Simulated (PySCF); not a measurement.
Spin-orbit coupling and the second ionisation energy along the 4d series

Two-component X2C-1e calculated with PySCF 2.14: MP2 on generalised Hartree-Fock spinors (GMP2), with spin-orbit coupling off and on (screened by Boettger's factors); no Breit or QED terms. Values in eV; the references (NIST) lie between the lowest levels. Elements whose determinants are no pure J levels are left out.

| element | configurations | spin-free | with spin-orbit | shift | reference |
| --- | --- | --- | --- | --- | --- |
| Tc (x2c-QZVPPall-2c, [Ar] 3d10 frozen) | [Kr] 4d5 5s1 → [Kr] 4d5 | 15.230 | 15.228 | -0.002 | 15.26 (s) |
| Ru (x2c-QZVPPall-2c, [Ar] 3d10 frozen) | [Kr] 4d7 → [Kr] 4d6 | 16.569 | 16.615 | 0.046 | 16.76 ± 0.06 (s) |
| Pd (x2c-QZVPPall-2c, [Ar] 3d10 frozen) | [Kr] 4d9 → [Kr] 4d8 | 19.618 | 19.482 | -0.136 | 19.43 ± 0.12 (s) |
| Ag (x2c-QZVPPall-2c, [Ar] 3d10 frozen) | [Kr] 4d10 → [Kr] 4d9 | 21.866 | 21.620 | -0.245 | 21.484 |
| Cd (x2c-QZVPPall-2c, [Ar] 3d10 frozen) | [Kr] 4d10 5s1 → [Kr] 4d10 | 16.984 | 16.987 | 0.003 | 16.908 |

Problem. Estimate the missing row, Rh (x2c-QZVPPall-2c, [Ar] 3d10 frozen).

Solution. The calculation gives spin-free 18.084; with spin-orbit 18.033; shift -0.052. The reference value is 18.08 (s).

The largest shift is at Ag, -0.245 eV, where spin-orbit coupling lowers the species with fewer electrons by more than the one with more (starting occupations closed and 4d3/2^4 4d5/2^5).

What remains against the references is mostly the basis and correlation beyond MP2. References marked (s) are semi-empirical, (t) theoretical.
